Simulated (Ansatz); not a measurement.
Ansatz (a program for electronic structure) input (HF/STO-3G):

Ansatz 0.2 input:
```yaml
crystal:
  periodic: [false, false, false]
  atoms:
    - {symbol: C, position_ang: [-2.53269000, 0.08726900, 0.04206600]}
    - {symbol: Si, position_ang: [-0.93032000, -0.66215500, -0.43633400]}
    - {symbol: O, position_ang: [0.28614000, 0.25773200, 0.16349900]}
    - {symbol: Si, position_ang: [1.89286800, 0.50477300, 0.34151800]}
    - {symbol: H, position_ang: [-3.48510400, -0.34485600, -0.24576900]}
    - {symbol: H, position_ang: [-2.60049700, 0.99345200, 0.63312800]}
    - {symbol: H, position_ang: [-0.80778900, -0.74293800, -1.91511000]}
    - {symbol: H, position_ang: [-0.81545100, -2.04453400, 0.09695100]}
    - {symbol: H, position_ang: [2.53956600, 0.65224300, -0.98372200]}
    - {symbol: H, position_ang: [2.51180300, -0.63748500, 1.05452400]}
    - {symbol: H, position_ang: [2.08882900, 1.74198700, 1.12702600]}
basis:
  gaussian:
    orbitals: STO-3G
hamiltonian:
  xc: {name: HF}
magnetization: {spin_polarized: true, initial_magnetization: 1}
relax: {f_tol: 0.003, max_steps: 120}
```

From the output:

```
reference -18681.52039904 eV, -686.5332118752 hartree; 25, 24 occupied and 10, 11 virtual orbitals, 472 factors
relax step   7: F+E_penalty+E_count = -18681.52039904 eV  Δ(F+E_penalty+E_count) = -3.824e-3 eV  max|allowed force component| = 5.463e-2 eV/Å  Δτ_max = 0.0181 Å  (24 SCF iters, accepted)
these checks for a lower state are left out or cut short: starts, cluster_reference, orbital_swaps, neighbouring_geometries, increment
integrals: 0.00 GiB planned
472 factors; integrals over basis functions are off by at most 1.4e-5 eV
mean field: 0.11 GiB planned
mean field -18681.52010920 eV, -686.5332012239 hartree, gradient 7.9e-5 eV, S^2 0.766252; 0 other end points of the search recorded, 0 dependent functions left out
the calculation of the forces begins
reference -18681.52010920 eV, -686.5332012239 hartree; 25, 24 occupied and 10, 11 virtual orbitals, 472 factors
relax step   8: F+E_penalty+E_count = -18681.52010920 eV  Δ(F+E_penalty+E_count) = +2.898e-4 eV  max|allowed force component| = 1.826e-1 eV/Å  Δτ_max = 0.0184 Å  (24 SCF iters, rejected (line search))
these checks for a lower state are left out or cut short: starts, cluster_reference, orbital_swaps, neighbouring_geometries, increment
integrals: 0.00 GiB planned
472 factors; integrals over basis functions are off by at most 1.4e-5 eV
mean field: 0.11 GiB planned
mean field -18681.52105509 eV, -686.5332359846 hartree, gradient 7.8e-5 eV, S^2 0.766279; 0 other end points of the search recorded, 0 dependent functions left out
the calculation of the forces begins
reference -18681.52105509 eV, -686.5332359846 hartree; 25, 24 occupied and 10, 11 virtual orbitals, 472 factors
relax step   9: F+E_penalty+E_count = -18681.52105509 eV  Δ(F+E_penalty+E_count) = -6.561e-4 eV  max|allowed force component| = 1.567e-2 eV/Å  Δτ_max = 0.0089 Å  (25 SCF iters, accepted)
these checks for a lower state are left out or cut short: starts, cluster_reference, orbital_swaps, neighbouring_geometries, increment
integrals: 0.00 GiB planned
472 factors; integrals over basis functions are off by at most 1.4e-5 eV
mean field: 0.11 GiB planned
mean field -18681.52119309 eV, -686.5332410561 hartree, gradient 7.8e-5 eV, S^2 0.766267; 0 other end points of the search recorded, 0 dependent functions left out
the calculation of the forces begins
reference -18681.52119309 eV, -686.5332410561 hartree; 25, 24 occupied and 10, 11 virtual orbitals, 472 factors
relax step  10: F+E_penalty+E_count = -18681.52119309 eV  Δ(F+E_penalty+E_count) = -1.380e-4 eV  max|allowed force component| = 1.523e-2 eV/Å  Δτ_max = 0.0095 Å  (24 SCF iters, accepted)
these checks for a lower state are left out or cut short: starts, cluster_reference, orbital_swaps, neighbouring_geometries, increment
integrals: 0.00 GiB planned
472 factors; integrals over basis functions are off by at most 1.4e-5 eV
mean field: 0.11 GiB planned
mean field evaluation 64: about -18681.5212 eV, gradient 4.6e-5 eV
mean field -18681.52120111 eV, -686.5332413510 hartree, gradient 7.7e-5 eV, S^2 0.766263; 0 other end points of the search recorded, 0 dependent functions left out
the calculation of the forces begins
reference -18681.52120111 eV, -686.5332413510 hartree; 25, 24 occupied and 10, 11 virtual orbitals, 472 factors
relax step  11: F+E_penalty+E_count = -18681.52120111 eV  Δ(F+E_penalty+E_count) = -8.025e-6 eV  max|allowed force component| = 3.367e-3 eV/Å  Δτ_max = 0.0007 Å  (26 SCF iters, accepted)
these checks for a lower state are left out or cut short: starts, cluster_reference, orbital_swaps, neighbouring_geometries, increment
integrals: 0.00 GiB planned
472 factors; integrals over basis functions are off by at most 1.4e-5 eV
mean field: 0.11 GiB planned
mean field -18681.52120281 eV, -686.5332414132 hartree, gradient 7.7e-5 eV, S^2 0.766262; 0 other end points of the search recorded, 0 dependent functions left out
the calculation of the forces begins
reference -18681.52120281 eV, -686.5332414132 hartree; 25, 24 occupied and 10, 11 virtual orbitals, 472 factors
relax step  12: F+E_penalty+E_count = -18681.52120281 eV  Δ(F+E_penalty+E_count) = -1.693e-6 eV  max|allowed force component| = 2.087e-4 eV/Å  Δτ_max = 0.0016 Å  (26 SCF iters, accepted)
these checks for a lower state are left out or cut short: starts, cluster_reference, orbital_swaps, neighbouring_geometries, increment
integrals: 0.00 GiB planned
472 factors; integrals over basis functions are off by at most 1.4e-5 eV
mean field: 0.11 GiB planned
mean field -18681.52120403 eV, -686.5332414583 hartree, gradient 7.7e-5 eV, S^2 0.766260; 0 other end points of the search recorded, 0 dependent functions left out
the calculation of the forces begins
reference -18681.52120403 eV, -686.5332414583 hartree; 25, 24 occupied and 10, 11 virtual orbitals, 472 factors
relax step  13: F+E_penalty+E_count = -18681.52120403 eV  Δ(F+E_penalty+E_count) = -1.226e-6 eV  max|allowed force component| = 2.689e-3 eV/Å  Δτ_max = 0.0031 Å  (25 SCF iters, accepted)
integrals: 0.00 GiB planned
472 factors; integrals over basis functions are off by at most 1.4e-5 eV
mean field: 0.11 GiB planned
mean field -18681.52120403 eV, -686.5332414583 hartree, gradient 7.7e-5 eV, S^2 0.766260; 1 other end points of the search recorded, 0 dependent functions left out
the calculation of the forces begins
reference -18681.52120403 eV, -686.5332414583 hartree; 25, 24 occupied and 10, 11 virtual orbitals, 472 factors
Total energy: -18681.52120403 eV, -686.5332414583 hartree
Atom 0 at    -2.566010     0.018180    -0.005312 Å, force    -0.000126    -0.000296    -0.000138 eV/Å
Atom 1 at    -0.842114    -0.520535    -0.340029 Å, force     0.002689     0.000124    -0.000394 eV/Å
Atom 2 at     0.187700     0.567596     0.366064 Å, force     0.000806    -0.000488    -0.000147 eV/Å
Atom 3 at     1.840633     0.464169     0.313371 Å, force    -0.001922     0.000388    -0.000151 eV/Å
Atom 4 at    -3.423793    -0.529250    -0.367818 Å, force    -0.000917     0.000263     0.000177 eV/Å
Atom 5 at    -2.798932     0.903283     0.567835 Å, force    -0.000390     0.000363     0.000252 eV/Å
Atom 6 at    -0.612539    -0.588513    -1.747473 Å, force     0.000016    -0.000109     0.000367 eV/Å
Atom 7 at    -0.625175    -1.830364     0.184894 Å, force    -0.000153     0.000132     0.000054 eV/Å
Atom 8 at     2.313589     0.494963    -1.031150 Å, force     0.000029    -0.000184     0.000363 eV/Å
Atom 9 at     2.297762    -0.746492     0.911444 Å, force     0.000034     0.000236    -0.000322 eV/Å
Atom 10 at     2.376233     1.572451     1.025951 Å, force    -0.000066    -0.000429    -0.000061 eV/Å
Dipole moment:     0.053294    -0.120842    -0.076887 e Å
```

The geometry given is a B3LYP-D3(BJ)/def2-TZVP minimum.
